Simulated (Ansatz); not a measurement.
**A geometry optimisation of C3H10AlNO with B3LYP/def2-SVP**

The starting geometry of this gas-phase singlet was optimised with GFN2-xTB; its bonds are those of `C[O][Al]([CH3])[CH2]N`.

```xyz
16

C    -1.5975    1.6508   -1.8696
C     2.6029    0.2688   -2.0148
C     0.3691   -1.7945   -0.1292
Al    0.7907   -0.1608   -1.2914
N    -1.0359   -1.9457    0.2716
O    -0.5222    0.8026   -1.5947
H    -2.5346    1.0874   -1.8592
H    -1.6524    2.4408   -1.1163
H    -1.4733    2.1101   -2.8531
H     2.6383    0.1768   -3.1043
H     2.8957    1.2970   -1.7840
H     3.3749   -0.3899   -1.6125
H     0.9658   -1.7831    0.7927
H     0.6610   -2.7235   -0.6364
H    -1.3453   -1.1163    0.7706
H    -1.6234   -2.0312   -0.5530
```

Where would you expect an optimisation with B3LYP/def2-SVP to take it?

It keeps its bonds, and is `C[O][Al]([CH3])[CH2]N`.

The energy falls by 0.15 eV over 26 steps:

| step | E − E(last) (eV) |
| --- | --- |
| 1 | 0.146 |
| 4 | 0.055 |
| 7 | 0.046 |
| 9 | 0.021 |
| 12 | 0.009 |
| 15 | 0.004 |
| 18 | 0.002 |
| 20 | 0.001 |
| 23 | 0.000 |
| 26 | 0.000 |

Final geometry (Å):

```xyz
16

C    -1.3391    1.7721   -1.9920
C     2.2575    0.3496   -2.0742
C     0.4113   -1.8837   -0.0634
Al    0.6107   -0.2661   -1.1951
N    -0.9248   -2.1962    0.4943
O    -0.8393    0.6252   -1.3769
H    -2.1552    1.5183   -2.6947
H    -1.7612    2.4683   -1.2427
H    -0.5706    2.3287   -2.5648
H     2.1528    0.3381   -3.1740
H     2.5042    1.3891   -1.7940
H     3.1289   -0.2772   -1.8214
H     1.1329   -1.8271    0.7757
H     0.7679   -2.7677   -0.6281
H    -1.2627   -1.3985    1.0350
H    -1.5994   -2.2838   -0.2674
```

No frequencies were run, so the end isn't proven a minimum. Run with Ansatz 0.2.0, 110 s on 2 threads of Intel(R) Xeon(R) Platinum 8375C CPU @ 2.90GHz (Ice Lake), with other jobs on the host.
